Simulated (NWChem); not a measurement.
Molecule: chlorobenzene (C₆H₅Cl); SMILES c1ccc(cc1)Cl

Question: Give the equilibrium geometry at PBE0/def2-SVP (NWChem) as a Z-matrix, with the point group.

Answer: point group C2v; any orientation.
```
C
C 1 1.3946
H 2 1.0914 1 119.69
C 2 1.3936 3 121.15 1 180.00
H 4 1.0928 2 119.35 3 0.00
C 4 1.3944 5 120.16 2 180.00
H 6 1.0923 4 120.15 5 0.00
C 6 1.3944 7 120.15 4 180.00
H 8 1.0928 6 120.16 7 0.00
C 8 1.3936 9 119.35 6 180.00
H 10 1.0914 8 121.15 9 0.00
Cl 1 1.7343 2 119.50 3 0.00
```
